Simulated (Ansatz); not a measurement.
Gas-phase reaction (SMILES): C1CCCSCC1 -> [CH]1CCCCCS1 + H atom; the C-H bond at the site shown breaks (other sites are not compared here).

Structures are relaxed separately at B3LYP-D3(BJ)/def2-TZVP in Ansatz (a quantum-chemistry and plane-wave program), one conformer each, not searched for the lowest. Cores are frozen in the correlated levels unless marked. UHF or UKS for open shells. Spin-orbit coupling is left out. No relativistic terms. CBS(X,Y): correlation extrapolated as X^-3; Hartree-Fock from the larger set. [CCSD(T)-MP2]/basis is that difference in the basis named. Thermal terms are rigid-rotor harmonic-oscillator values from B3LYP-D3(BJ) frequencies (Ansatz) at 298.15 K and 1 atm. 1 Eh = 627.5095 kcal/mol. Atoms have translation alone.

```json
[
 {"species": "C1CCCSCC1", "E, RI-MP2/CBS(cc-pV(T+d)Z,cc-pV(Q+d)Z)+[CCSD(T)-MP2]/cc-pV(T+d)Z (Ansatz) (Eh)": "-633.32034", "E, PBE0-D4/def2-TZVPD (Ansatz + dftd4) (Eh)": "-633.74260", "H - E (Eh)": "0.17950"},
 {"species": "[CH]1CCCCCS1", "E, RI-MP2/CBS(cc-pV(T+d)Z,cc-pV(Q+d)Z)+[CCSD(T)-MP2]/cc-pV(T+d)Z (Ansatz) (Eh)": "-632.66165", "E, PBE0-D4/def2-TZVPD (Ansatz + dftd4) (Eh)": "-633.09222", "H - E (Eh)": "0.16578"},
 {"species": "H atom", "E, RI-MP2/CBS(cc-pV(T+d)Z,cc-pV(Q+d)Z)+[CCSD(T)-MP2]/cc-pV(T+d)Z (Ansatz) (Eh)": "-0.49995", "E, PBE0-D4/def2-TZVPD (Ansatz + dftd4) (Eh)": "-0.50104", "H - E (Eh)": "0.00236"}
]
```

Task: Work out ΔE and ΔH at 298.15 K at the first level, then ΔH at the second.

Result: 
1. ΔE = [(-632.66165) + (-0.49995)] - [(-633.32034)] = 0.15874 Eh = 99.6 kcal/mol at RI-MP2/CBS(cc-pV(T+d)Z,cc-pV(Q+d)Z)+[CCSD(T)-MP2]/cc-pV(T+d)Z.
2. The terms H - E add up to -0.01136 Eh, so ΔH = (0.15874 + (-0.01136))×627.5095 = 92.5 kcal/mol.
3. At PBE0-D4/def2-TZVPD the same steps give ΔE = 93.7 and ΔH = 86.6 kcal/mol, a shift of -5.9 from the first level.
4. These values are not checked against measurement here, since the tables used lack a sound gas-phase enthalpy of formation for at least one species.
